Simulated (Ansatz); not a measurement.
Steps of a relaxation of CH6BNO with RKS PBE-D4/def2-SVP.

```sh
$ ansatz run in.yaml --threads 2 --pin off --events-out ev --progress --plain --max-ram 4352MiB
```

```yaml
crystal:
  periodic: [false, false, false]
  atoms:
    - {symbol: B, position_ang: [-0.742700, 1.021600, -0.297900]}
    - {symbol: C, position_ang: [0.170300, -0.197200, -0.152100]}
    - {symbol: N, position_ang: [-0.027300, -0.771700, 1.164400]}
    - {symbol: O, position_ang: [1.579700, 0.228700, -0.315200]}
    - {symbol: H, position_ang: [-1.614800, 1.071500, -1.172200]}
    - {symbol: H, position_ang: [-0.681800, 2.008200, 0.414800]}
    - {symbol: H, position_ang: [-0.065000, -0.954000, -0.918200]}
    - {symbol: H, position_ang: [0.727300, -1.542100, 1.269500]}
    - {symbol: H, position_ang: [-0.941400, -1.190800, 1.275200]}
    - {symbol: H, position_ang: [1.678800, 0.274600, -1.265100]}
basis:
  gaussian: {orbitals: def2-SVP}
hamiltonian: {xc: pbe, dispersion: d4}
relax: {f_tol: 0.03, max_steps: 200}
```

Positions (Å) and forces (eV/Å) along the path, 14 of 21 steps:

```xyz
10
step=1 energy=-5335.6312 eV
B    -0.743    1.022   -0.298   -1.174    1.676   -0.429
C     0.170   -0.197   -0.152    0.717   -0.904    0.258
N    -0.027   -0.772    1.164    2.743   -0.635    0.554
O     1.580    0.229   -0.315   -1.386   -0.267    1.280
H    -1.615    1.071   -1.172    0.214   -0.096    0.135
H    -0.682    2.008    0.415    0.262   -0.177    0.071
H    -0.065   -0.954   -0.918    0.301   -0.367   -0.772
H     0.727   -1.542    1.270   -1.457    1.068   -0.009
H    -0.941   -1.191    1.275   -0.518   -0.331   -0.093
H     1.679    0.275   -1.265    0.300    0.033   -0.995
10
step=3 energy=-5335.9401 eV
B    -0.802    1.043   -0.332    0.178    0.069   -0.109
C     0.118   -0.244   -0.154   -0.081   -0.239    0.397
N     0.045   -0.790    1.194   -0.118    0.047   -0.312
O     1.453    0.319   -0.289   -0.214    0.179   -0.475
H    -1.596    1.161   -1.257    0.147    0.019    0.017
H    -0.609    1.966    0.436   -0.098   -0.084    0.019
H     0.002   -1.010   -0.977   -0.018    0.057    0.111
H     0.699   -1.577    1.263    0.107   -0.200    0.044
H    -0.893   -1.183    1.366    0.090    0.141    0.008
H     1.666    0.264   -1.247    0.008    0.011    0.299
10
step=4 energy=-5336.0316 eV
B    -0.800    1.049   -0.362    0.524   -0.396    0.278
C     0.099   -0.272   -0.133   -0.514   -0.118    0.044
N     0.106   -0.809    1.218   -0.871    0.163   -0.437
O     1.372    0.407   -0.331    0.076    0.265   -0.900
H    -1.469    1.241   -1.381    0.381   -0.007    0.209
H    -0.680    1.885    0.525   -0.210   -0.086   -0.221
H     0.010   -1.044   -0.962   -0.004    0.150    0.321
H     0.678   -1.652    1.246    0.262   -0.383    0.044
H    -0.862   -1.116    1.462    0.563    0.312   -0.049
H     1.630    0.260   -1.279   -0.207    0.101    0.708
10
step=5 energy=-5336.1511 eV
B    -0.796    1.026   -0.350    0.802   -0.051   -0.274
C     0.076   -0.302   -0.122   -0.536   -0.108    0.178
N     0.137   -0.826    1.226   -0.703   -0.167   -0.438
O     1.293    0.486   -0.372   -0.081    0.060   -0.826
H    -1.303    1.292   -1.461    0.319   -0.166    0.605
H    -0.735    1.844    0.562   -0.292   -0.173   -0.206
H     0.006   -1.075   -0.943    0.042    0.157    0.271
H     0.665   -1.709    1.234    0.025   -0.054    0.093
H    -0.834   -1.067    1.533    0.685    0.280   -0.098
H     1.573    0.280   -1.304   -0.261    0.221    0.694
10
step=6 energy=-5336.3270 eV
B    -0.683    1.032   -0.368    0.176    0.120   -0.288
C     0.054   -0.347   -0.117   -0.564   -0.172    0.466
N     0.170   -0.850    1.228   -0.706   -0.524   -0.483
O     1.194    0.577   -0.428   -0.079   -0.046   -0.601
H    -1.121    1.326   -1.522    0.440   -0.234    0.943
H    -0.855    1.766    0.628    0.145   -0.326   -0.665
H     0.010   -1.121   -0.927    0.138    0.118    0.142
H     0.623   -1.787    1.230   -0.232    0.420    0.133
H    -0.796   -0.973    1.624    0.959    0.227   -0.248
H     1.487    0.324   -1.345   -0.278    0.416    0.600
10
step=7 energy=-5336.5096 eV
B    -0.614    1.001   -0.388    0.317    0.759   -0.375
C     0.005   -0.414   -0.109   -0.369   -0.498    0.735
N     0.183   -0.897    1.225   -1.059   -0.486   -0.490
O     1.053    0.669   -0.438    0.429   -0.221   -0.424
H    -0.935    1.338   -1.558   -0.131   -0.324    0.820
H    -0.829    1.740    0.601    0.019   -0.425   -0.644
H     0.040   -1.176   -0.922    0.175    0.156    0.123
H     0.581   -1.858    1.238   -0.224    0.523    0.113
H    -0.751   -0.916    1.717    1.142    0.134   -0.405
H     1.350    0.463   -1.363   -0.299    0.383    0.546
10
step=8 energy=-5336.5947 eV
B    -0.501    0.997   -0.404   -1.149    0.487   -0.339
C    -0.022   -0.469   -0.112   -0.344   -0.599    0.940
N     0.174   -0.954    1.196   -1.732   -0.336   -0.068
O     1.012    0.736   -0.424    1.613   -0.117   -0.733
H    -0.938    1.263   -1.544    0.023   -0.075    0.552
H    -0.799    1.708    0.561   -0.062   -0.199   -0.261
H     0.098   -1.207   -0.939    0.167    0.254    0.219
H     0.466   -1.953    1.228   -0.143    0.651    0.148
H    -0.699   -0.794    1.808    1.696   -0.203   -0.966
H     1.292    0.621   -1.367   -0.070    0.136    0.507
10
step=13 energy=-5337.1795 eV
B    -0.406    0.948   -0.424    0.015   -0.100    0.017
C    -0.201   -0.611   -0.137    0.092   -0.140    0.180
N    -0.121   -1.111    1.087   -0.048   -0.159   -0.097
O     1.123    0.922   -0.477    0.080    0.178   -0.178
H    -0.962    1.250   -1.479   -0.028    0.002    0.004
H    -0.809    1.544    0.579    0.005   -0.025   -0.005
H     0.169   -1.310   -0.916   -0.097    0.075    0.032
H     0.373   -1.983    1.313   -0.082    0.109   -0.006
H    -0.448   -0.545    1.877    0.025    0.041   -0.035
H     1.365    0.844   -1.420    0.039    0.019    0.089
10
step=14 energy=-5337.1930 eV
B    -0.380    0.931   -0.426    0.291   -0.044    0.010
C    -0.206   -0.636   -0.128    0.073    0.067   -0.192
N    -0.165   -1.135    1.089    0.065    0.249    0.285
O     1.151    0.998   -0.505   -0.307   -0.023   -0.042
H    -0.973    1.225   -1.465   -0.021   -0.037   -0.004
H    -0.795    1.510    0.583    0.005    0.002    0.045
H     0.158   -1.344   -0.902   -0.063    0.041    0.023
H     0.318   -2.003    1.330   -0.024   -0.144    0.027
H    -0.415   -0.517    1.876   -0.040   -0.123   -0.186
H     1.388    0.920   -1.448    0.020    0.012    0.034
10
step=15 energy=-5337.2024 eV
B    -0.371    0.928   -0.427    0.157   -0.030    0.033
C    -0.192   -0.634   -0.126   -0.022   -0.012   -0.064
N    -0.148   -1.127    1.094    0.013    0.107    0.037
O     1.148    1.015   -0.511   -0.097    0.001   -0.082
H    -0.977    1.208   -1.463   -0.027   -0.016   -0.001
H    -0.785    1.503    0.585   -0.022    0.022    0.043
H     0.153   -1.349   -0.902   -0.005    0.023    0.027
H     0.285   -2.023    1.334    0.007   -0.075    0.037
H    -0.418   -0.514    1.874   -0.028   -0.035   -0.062
H     1.388    0.941   -1.454    0.025    0.014    0.031
10
step=16 energy=-5337.1994 eV rejected
B    -0.363    0.927   -0.415    0.062   -0.034   -0.286
C    -0.192   -0.639   -0.129    0.035   -0.024    0.134
N    -0.146   -1.126    1.094   -0.027    0.022   -0.028
O     1.147    1.015   -0.540    0.015    0.064    0.288
H    -0.992    1.191   -1.443   -0.036    0.032    0.011
H    -0.778    1.507    0.599    0.075   -0.035   -0.001
H     0.156   -1.354   -0.902    0.002    0.033   -0.006
H     0.280   -2.022    1.347   -0.020   -0.063    0.008
H    -0.448   -0.517    1.864    0.023    0.014   -0.002
H     1.419    0.965   -1.471   -0.130   -0.009   -0.119
10
step=19 energy=-5337.2102 eV
B    -0.322    0.913   -0.421    0.005    0.024   -0.033
C    -0.163   -0.654   -0.119    0.006    0.015    0.028
N    -0.166   -1.134    1.104    0.007   -0.060   -0.013
O     1.166    1.082   -0.580    0.020   -0.013   -0.016
H    -1.009    1.169   -1.418    0.002   -0.010    0.016
H    -0.719    1.473    0.614   -0.013   -0.014    0.003
H     0.200   -1.377   -0.878    0.005    0.001    0.004
H     0.189   -2.060    1.372   -0.025    0.051   -0.012
H    -0.476   -0.508    1.858    0.008    0.003    0.009
H     1.382    1.044   -1.529   -0.016    0.005    0.013
10
step=20 energy=-5337.2106 eV
B    -0.305    0.911   -0.420   -0.003   -0.039    0.001
C    -0.151   -0.657   -0.115   -0.006   -0.011    0.025
N    -0.177   -1.137    1.107    0.015   -0.017    0.009
O     1.175    1.097   -0.601    0.001    0.013   -0.037
H    -1.016    1.156   -1.404    0.008    0.006    0.004
H    -0.703    1.459    0.623    0.012    0.020   -0.010
H     0.221   -1.381   -0.869   -0.005   -0.003    0.002
H     0.155   -2.069    1.381   -0.012    0.040   -0.019
H    -0.488   -0.505    1.857    0.000   -0.016   -0.017
H     1.373    1.075   -1.555   -0.010    0.006    0.042
10
step=21 energy=-5337.2108 eV
B    -0.300    0.908   -0.420    0.006   -0.008    0.006
C    -0.148   -0.660   -0.113   -0.012   -0.004    0.010
N    -0.179   -1.140    1.109    0.002   -0.004    0.016
O     1.176    1.104   -0.608    0.003    0.002   -0.024
H    -1.016    1.151   -1.401    0.002   -0.004   -0.002
H    -0.695    1.462    0.622    0.003    0.001   -0.002
H     0.223   -1.386   -0.865    0.003    0.001    0.000
H     0.145   -2.074    1.383   -0.006    0.022   -0.015
H    -0.492   -0.507    1.858    0.005   -0.010   -0.010
H     1.370    1.091   -1.562   -0.004    0.003    0.022
```

Run time 23 s (2 threads of an AMD EPYC 7B13 on a shared host); peak host memory 0.16 GiB.
